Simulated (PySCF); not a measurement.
## Strontium: a sound run and one with changed settings

Sound run: Sr⁺ [Kr] 5s1, Sr²⁺ [Kr]. Computed with PySCF 2.14 in def2-TZVP with the def2 core potential (28 electrons) (6s4p3d, 33 functions), with scalar relativity through the core potential. The sound run starts from symmetry-adapted Hartree-Fock orbitals and uses a fine grid where one is needed.

Changed run: radial step 0.8 in ln r (0.13 in the sound run). This setting is unsound on purpose.

```json
{"species": "Sr⁺", "method": "UHF", "sound run (hartree)": "-30.17277", "changed run (hartree)": "-30.17277", "converged": "yes"}
{"species": "Sr⁺", "method": "M06-2X", "sound run (hartree)": "-30.40812", "changed run (hartree)": "-30.42044", "converged": "yes"}
{"species": "Sr⁺", "method": "B3LYP", "sound run (hartree)": "-30.49181", "changed run (hartree)": "-30.38719", "converged": "yes"}
{"species": "Sr²⁺", "method": "UHF", "sound run (hartree)": "-29.78903", "changed run (hartree)": "-29.78903", "converged": "yes"}
{"species": "Sr²⁺", "method": "M06-2X", "sound run (hartree)": "-30.00397", "changed run (hartree)": "-30.03658", "converged": "yes"}
{"species": "Sr²⁺", "method": "B3LYP", "sound run (hartree)": "-30.07816", "changed run (hartree)": "-29.98201", "converged": "yes"}
```

Ionisation energy of Sr⁺:

| method | sound run (eV) | changed run (eV) |
| --- | --- | --- |
| UHF | 10.442 | 10.442 |
| M06-2X | 10.998 | 10.445 |
| B3LYP | 11.256 | 11.025 |

A coarse radial grid mis-integrates the density and the exchange-correlation energy, with errors of either sign; Hartree-Fock needs no grid.

For comparison, NIST gives 11.030 eV between the lowest levels.
